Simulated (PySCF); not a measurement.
C4H12Si2. Atoms are numbered in the order given.

```xyz
18

C     -2.6332    -0.8954     0.7454
C     -1.8298    -0.2140    -0.0837
C     -2.2636     1.0574    -0.7562
Si    -0.0773    -0.8280    -0.4034
Si     1.5093     0.6831     0.4466
C      3.2740     0.1283     0.0774
H     -3.6502    -0.5484     0.9685
H     -2.3157    -1.8220     1.2335
H     -1.6081     1.9006    -0.4802
H     -3.2972     1.3274    -0.4895
H     -2.2050     0.9663    -1.8538
H      0.1063    -2.1723     0.2303
H      0.1563    -0.9693    -1.8797
H      1.2615     2.0337    -0.1576
H      1.3048     0.8170     1.9253
H      4.0034     0.8482     0.4791
H      3.4357     0.0442    -1.0080
H      3.4761    -0.8542     0.5305
```

Geometry: PBE0-D3(BJ)/def2-SVP. The structure was generated by enumeration, and PubChem lists no compound with its InChIKey, so it may never have been made. One conformer was computed; it need not be the lowest.

Method: PBE/def2-TZVP in PySCF.

Gas-phase values at a fixed geometry.

- total energy = -738.15774 hartree
- highest occupied level = -6.14 eV
- lowest empty level = -1.25 eV
- orbital gap = 4.89 eV
- dipole moment = 0.36 D
- quadrupole, principal values (traceless, Buckingham form, about the centre of nuclear charge) = -5.34, -0.16, 5.49 D·Å
